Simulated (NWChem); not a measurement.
System: CH$_{5}$NOSe; SMILES CO[Se]N

Here is an NWChem input.

```
start job
memory heap 200 mb stack 900 mb global 1100 mb
geometry units angstroms noautosym nocenter noautoz
  Se     0.466245    -0.469010     0.159294
  O      0.076779     1.222035     0.709932
  C     -0.319933     2.121455    -0.291316
  H     -1.294066     1.848804    -0.740717
  H     -0.433172     3.108549     0.184852
  H      0.422582     2.206380    -1.105932
  N     -1.123664    -1.270428    -0.056727
  H     -1.687304    -0.970522    -0.846503
  H     -1.673987    -1.409734     0.785984
end
basis spherical
  * library pcsseg-1
end
dft
  xc kt2
  iterations 150
end
property
  shielding
  efieldgrad
end
task dft property
```

NWChem printed, in part:

```
             Northwest Computational Chemistry Package (NWChem) 7.3.0
             --------------------------------------------------------

                             Geometry "geometry" -> ""
                             -------------------------

 Output coordinates in angstroms (scale by  1.889725989 to convert to a.u.)

  No.       Tag          Charge          X              Y              Z
 ---- ---------------- ---------- -------------- -------------- --------------
    1 Se                  34.0000     0.46624500    -0.46901000     0.15929400
    2 O                    8.0000     0.07677900     1.22203500     0.70993200
    3 C                    6.0000    -0.31993300     2.12145500    -0.29131600
    4 H                    1.0000    -1.29406600     1.84880400    -0.74071700
    5 H                    1.0000    -0.43317200     3.10854900     0.18485200
    6 H                    1.0000     0.42258200     2.20638000    -1.10593200
    7 N                    7.0000    -1.12366400    -1.27042800    -0.05672700
    8 H                    1.0000    -1.68730400    -0.97052200    -0.84650300
    9 H                    1.0000    -1.67398700    -1.40973400     0.78598400

 Effective nuclear repulsion energy (a.u.)     286.4981575241

                              NWChem Property Module
                              ----------------------

  itol2e modified to match energy
  convergence criterion.

                                 NWChem DFT Module
                                 -----------------

 Summary of "ao basis" -> "ao basis" (spherical)
 ------------------------------------------------------------------------------
       Tag                 Description            Shells   Functions and Types
 ---------------- ------------------------------  ------  ---------------------
 Se                         pcsseg-1                15       41   5s7p3d
 O                          pcsseg-1                 7       17   3s3p1d
 C                          pcsseg-1                 7       17   3s3p1d
 H                          pcsseg-1                 3        5   2s1p
 N                          pcsseg-1                 7       17   3s3p1d

  itol2e modified to match energy
  convergence criterion.

            General Information
            -------------------
          SCF calculation type: DFT
          Wavefunction type:  closed shell.
          No. of atoms     :     9
          No. of electrons :    60
           Alpha electrons :    30
            Beta electrons :    30
          Charge           :     0
          Spin multiplicity:     1
          Use of symmetry is: off; symmetry adaption is: off
          Maximum number of iterations: 150
          AO basis - number of functions:   117
                     number of shells:    51
          Convergence on energy requested:  1.00D-07
          Convergence on density requested:  1.00D-05
          Convergence on gradient requested:  5.00D-04

              XC Information
              --------------
                          KT2 Method XC Functional
                        Slater Exchange Functional  1.072 local
                           KT1 gradient correction  1.000 non-local
            Perdew 1991 LDA Correlation Functional  0.577 local

             Grid Information
             ----------------
          Grid used for XC integration:  fine
          Radial quadrature: Mura-Knowles
          Angular quadrature: Lebedev.
          Tag              B.-S. Rad. Rad. Pts. Rad. Cut. Ang. Pts.
          ---              ---------- --------- --------- ---------
          Se                  1.15      140          11.0       974
          O                   0.60       70          10.0       590
          C                   0.70       70          11.0       590
          H                   0.35       60          12.0       590
          N                   0.65       70          12.0       590
          Grid pruning is: on
          Number of quadrature shells:   650
          Spatial weights used:  Erf1

      Superposition of Atomic Density Guess
      -------------------------------------

 Sum of atomic energies:       -2568.70767699

      Non-variational initial energy
      ------------------------------

 Total energy =   -2570.316395
 1-e energy   =   -4144.165994
 2-e energy   =    1287.351442
 HOMO         =      -0.236912
 LUMO         =      -0.008457

   convergence    iter        energy       DeltaE   RMS-Dens  Diis-err
 ---------------- ----- ----------------- --------- --------- ---------
 d= 0,ls=0.0,diis     1  -2584.2391146475 -2.87D+03  1.04D-02  3.06D+00
 d= 0,ls=0.0,diis     2  -2584.1802714756  5.88D-02  1.10D-02  1.37D+00
 d= 0,ls=0.0,diis     3  -2584.1338431858  4.64D-02  6.25D-03  1.79D+00
 d= 0,ls=0.0,diis     4  -2584.2954974474 -1.62D-01  2.03D-03  7.50D-02
 d= 0,ls=0.0,diis     5  -2584.3006225425 -5.13D-03  8.61D-04  1.66D-02
  Resetting Diis
 d= 0,ls=0.0,diis     6  -2584.3024633483 -1.84D-03  2.22D-04  1.91D-03
 d= 0,ls=0.0,diis     7  -2584.3026697547 -2.06D-04  1.68D-04  6.23D-05
 d= 0,ls=0.0,diis     8  -2584.3026207772  4.90D-05  1.14D-04  5.18D-04
 d= 0,ls=0.0,diis     9  -2584.3026771358 -5.64D-05  1.05D-05  3.91D-06
 d= 0,ls=0.0,diis    10  -2584.3026774538 -3.18D-07  4.53D-06  6.35D-07
 d= 0,ls=0.0,diis    11  -2584.3026775292 -7.55D-08  9.59D-07  3.61D-08

         Total DFT energy =    -2584.302677529234
      One electron energy =    -4149.720754839530
           Coulomb energy =     1401.120590653229
    Exchange-Corr. energy =     -122.200670867041
 Nuclear repulsion energy =      286.498157524108

 Numeric. integr. density =       59.999999482638

                       DFT Final Molecular Orbital Analysis
                       ------------------------------------

 Vector   28  Occ=2.000000D+00  E=-2.529172D-01
              MO Center= -3.6D-01,  1.6D-01,  1.8D-01, r^2= 3.7D+00
   Bfn.  Coefficient  Atom+Function         Bfn.  Coefficient  Atom+Function
  ----- ------------  ---------------      ----- ------------  ---------------
   101      0.259109  7 N  py                98      0.224813  7 N  py
    51     -0.212688  2 O  px                48     -0.207850  2 O  px
    53      0.196501  2 O  pz                93     -0.193354  7 N  s
     5      0.186160  1 Se s                 86      0.182929  6 H  s
    50      0.181758  2 O  pz               100     -0.143018  7 N  px

 Vector   29  Occ=2.000000D+00  E=-2.363322D-01
              MO Center= -3.7D-01,  5.5D-01,  2.4D-01, r^2= 3.2D+00
   Bfn.  Coefficient  Atom+Function         Bfn.  Coefficient  Atom+Function
  ----- ------------  ---------------      ----- ------------  ---------------
    51      0.339042  2 O  px                48      0.333512  2 O  px
   101      0.272392  7 N  py                98      0.243804  7 N  py
    76      0.195004  4 H  s                 45      0.177872  2 O  px
    52      0.168300  2 O  py                49      0.162063  2 O  py
    77      0.154221  4 H  s                 86     -0.135019  6 H  s

 Vector   30  Occ=2.000000D+00  E=-1.918313D-01
              MO Center=  3.5D-01, -3.2D-01,  1.5D-01, r^2= 2.2D+00
   Bfn.  Coefficient  Atom+Function         Bfn.  Coefficient  Atom+Function
  ----- ------------  ---------------      ----- ------------  ---------------
    26      0.592959  1 Se pz                23      0.484179  1 Se pz
    17     -0.178760  1 Se pz                25     -0.163365  1 Se py
    53     -0.153419  2 O  pz                50     -0.142014  2 O  pz
    20     -0.126278  1 Se pz               113     -0.119626  9 H  s
   108      0.111094  8 H  s                 22     -0.106316  1 Se py

[...]

          -----------------------------------------
          Chemical Shielding Tensors (GIAO, in ppm)
          -----------------------------------------

                                NWChem CPHF Module
                                ------------------

  scftype          =     RHF
  nclosed          =       30
  nopen            =        0
  variables        =     2610
  # of vectors     =        3
  tolerance        = 0.10D-03
  level shift      = 0.00D+00
  max iterations   =       50
  max subspace     =       30

 SCF residual:    5.0501478468004146E-005

Iterative solution of linear equations
  No. of variables     2610
  No. of equations        3
  Maximum subspace       30
        Iterations       50
       Convergence  1.0D-04

   iter   nsub   residual    time
   ----  ------  --------  ---------
     1      3    4.63D-05      70.6

      Atom:    1  Se
        Diamagnetic
   3002.2625      2.0756      0.5057
      2.0756   3004.5770      4.0319
      0.5057      4.0319   2990.2605

        Paramagnetic
  -3828.2337   -204.7586    -91.0200
   -204.7586  -2167.8645    204.8941
    -91.0200    204.8941  -2527.2606

        Total Shielding Tensor
   -825.9712   -202.6831    -90.5143
   -202.6831    836.7125    208.9260
    -90.5143    208.9260    462.9999

           isotropic =     157.9137
          anisotropy =    1199.7915

          Principal Components and Axis System
                 1           2           3
              957.7748   -853.5947    369.5611

      1        -0.1235      0.9923      0.0001
      2         0.9059      0.1128     -0.4082
      3         0.4051      0.0503      0.9129

      Atom:    2  O
        Diamagnetic
    377.8419    -10.9144      3.9073
    -10.9144    416.4473     -3.6553
      3.9073     -3.6553    390.5703

        Paramagnetic
    -25.1778     67.0539    -24.7284
     67.0539   -207.9663    134.1040
    -24.7284    134.1040   -266.2991

        Total Shielding Tensor
    352.6641     56.1395    -20.8211
     56.1395    208.4810    130.4488
    -20.8211    130.4488    124.2712

           isotropic =     228.4721
          anisotropy =     220.0363

          Principal Components and Axis System
                 1           2           3
              375.1630    288.5581     21.6952

      1         0.9001     -0.4087      0.1507
      2         0.4126      0.6888     -0.5961
      3         0.1398      0.5987      0.7886

      Atom:    3  C
        Diamagnetic
    242.8434     -3.1028      3.5769
     -3.1028    251.5156     -7.9053
      3.5769     -7.9053    248.8708

        Paramagnetic
   -150.9881    -21.8957      2.0955
    -21.8957   -112.7862    -29.7768
      2.0955    -29.7768   -115.2583

        Total Shielding Tensor
     91.8553    -24.9986      5.6724
    -24.9986    138.7295    -37.6821
      5.6724    -37.6821    133.6125

           isotropic =     121.3991
          anisotropy =      87.3849

          Principal Components and Axis System
                 1           2           3
              179.6557    106.1577     78.3839

      1        -0.2498     -0.5075      0.8247
      2         0.7340      0.4562      0.5031
      3        -0.6315      0.7310      0.2585

      Atom:    4  H
        Diamagnetic
     34.0988     -0.2933      7.6548
     -0.2933     27.1979     -1.4933
      7.6548     -1.4933     26.1595

        Paramagnetic
     -5.8032     -2.0908     -4.2864
     -2.0908      0.5314     -1.5499
     -4.2864     -1.5499      0.1459

        Total Shielding Tensor
     28.2956     -2.3841      3.3684
     -2.3841     27.7293     -3.0432
      3.3684     -3.0432     26.3055

           isotropic =      27.4434
          anisotropy =       8.8476

          Principal Components and Axis System
                 1           2           3
               33.3418     25.6120     23.3765

      1         0.6265      0.6715     -0.3957
      2        -0.5600      0.7409      0.3707
      3         0.5421     -0.0106      0.8402

      Atom:    5  H
        Diamagnetic
     23.1441     -2.6918      0.0525
     -2.6918     39.5235      3.1212
      0.0525      3.1212     25.0605

        Paramagnetic
      0.6093      0.1741      0.1429
      0.1741     -6.6952     -4.0244
      0.1429     -4.0244     -0.2372

        Total Shielding Tensor
     23.7534     -2.5177      0.1954
     -2.5177     32.8284     -0.9032
      0.1954     -0.9032     24.8233

           isotropic =      27.1350
          anisotropy =       9.6637

          Principal Components and Axis System
                 1           2           3
               33.5775     24.7268     23.1008

      1        -0.2488     -0.0483      0.9673
      2         0.9628      0.0958      0.2525
      3        -0.1049      0.9942      0.0227

      Atom:    6  H
        Diamagnetic
     27.0818      1.1982     -6.4175
      1.1982     27.1221     -5.2259
     -6.4175     -5.2259     32.5997

        Paramagnetic
     -0.8854     -0.1236      4.9830
     -0.1236      1.2703      0.8749
      4.9830      0.8749     -3.5220

        Total Shielding Tensor
     26.1964      1.0746     -1.4345
      1.0746     28.3924     -4.3510
     -1.4345     -4.3510     29.0776

           isotropic =      27.8888
          anisotropy =       8.4662

          Principal Components and Axis System
                 1           2           3
               33.5329     25.7859     24.3476

      1        -0.2362      0.9638      0.1233
      2        -0.6561     -0.2518      0.7115
      3         0.7168      0.0872      0.6918

      Atom:    7  N
        Diamagnetic
    328.9535     10.6363      2.8766
     10.6363    308.7202     -3.4610
      2.8766     -3.4610    319.3510

        Paramagnetic
   -107.7584    -18.9654    -24.6662
    -18.9654    -99.7272     31.9526
    -24.6662     31.9526   -173.3390

        Total Shielding Tensor
    221.1952     -8.3291    -21.7896
     -8.3291    208.9929     28.4916
    -21.7896     28.4916    146.0121

           isotropic =     192.0667
          anisotropy =      68.5819

          Principal Components and Axis System
                 1           2           3
              237.7880    206.8372    131.5750

      1         0.7463      0.6362      0.1956
      2        -0.5646      0.7607     -0.3201
      3        -0.3525      0.1284      0.9270

      Atom:    8  H
        Diamagnetic
     33.6639      0.7905     10.4836
      0.7905     24.0093     -2.5817
     10.4836     -2.5817     33.7301

        Paramagnetic
     -4.1764      1.1196     -2.7953
      1.1196     -1.4378      0.8351
     -2.7953      0.8351     -5.4453

        Total Shielding Tensor
     29.4875      1.9101      7.6884
      1.9101     22.5715     -1.7466
      7.6884     -1.7466     28.2848

           isotropic =      26.7813
          anisotropy =      14.7303

          Principal Components and Axis System
                 1           2           3
               36.6015     24.5426     19.1998

      1         0.7359      0.4023     -0.5447
      2         0.0159      0.7939      0.6079
      3         0.6769     -0.4560      0.5778

      Atom:    9  H
        Diamagnetic
     33.5220      5.8082     -8.7918
      5.8082     23.9822     -3.4206
     -8.7918     -3.4206     33.9710

        Paramagnetic
     -2.6521     -0.9704      2.5635
     -0.9704     -1.1736      0.9113
      2.5635      0.9113     -4.3085

        Total Shielding Tensor
     30.8699      4.8378     -6.2283
      4.8378     22.8087     -2.5094
     -6.2283     -2.5094     29.6625

           isotropic =      27.7804
          anisotropy =      15.8216

          Principal Components and Axis System
                 1           2           3
               38.3281     24.4950     20.5180

      1         0.7213      0.5224     -0.4548
      2         0.3238      0.3261      0.8881
      3        -0.6122      0.7879     -0.0660
```

Level: KT2/pcSseg-1, GIAO. The geometry was optimised at PBE0/def2-SVP. NWChem prints the field gradient with the sign opposite to the second derivative of the potential. The printed shielding anisotropy is the first printed principal value minus the mean of the other two.
